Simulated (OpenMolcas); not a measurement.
An OpenMolcas run meant for Tc VII (ANO-RCC-VTZP, DKH3; inactive shells 1s 2s 2p 3s 3p 3d 4s 4p; intended active space 1 electron in 10 orbitals (4d 5d)). One step of its input:

```
&CASPT2
Multistate=5 1 2 3 4 5
Frozen=28 26
IPEA=0.25
Imaginary=0.1
MaxIter=60
WThr=0.0 0.3 0.05
PrWF=0.5
NoMix
```

Lines from the output:

```
|       MOLCAS_SOURCE = <dir>
  |    MOLCAS_STRUCTURE = 0
  |
   --------------------------------------------------------------------------------------
++ ---------   Input file   ---------
>>> COPY JOB001 $Project.JobIph
&CASPT2
Multistate=5 1 2 3 4 5
Frozen=28 26
IPEA=0.25
Imaginary=0.1
MaxIter=60
WThr=0.0 0.3 0.05
PrWF=0.5
NoMix
-- ----------------------------------
>>> COPY JOB001 a.JobIph
*** symbolic link created: INPORB -> a.RasOrb
--- Start Module: caspt2 at  ---
()()()()()()()()()()()()()()()()()()()()()()()()()()()()()()()()()()()()()()()()()()()()()()()()()()
                                              &CASPT2
                                   only a single process is used
                       available to each process: 2.3 GB of memory, 1 thread
()()()()()()()()()()()()()()()()()()()()()()()()()()()()()()()()()()()()()()()()()()()()()()()()()()
 ###    WARNING: User changed nr of frozen orbitals.                         ###
 ###    ERROR: Too many frozen orbitals!                                     ###
--- Stop Module: caspt2 at  /rc=_RC_INPUT_ERROR_ ---
.####################.
.# User input error #.
.####################.
```

Task: What is wrong with the input?

Result: More orbitals are frozen than there are inactive ones.
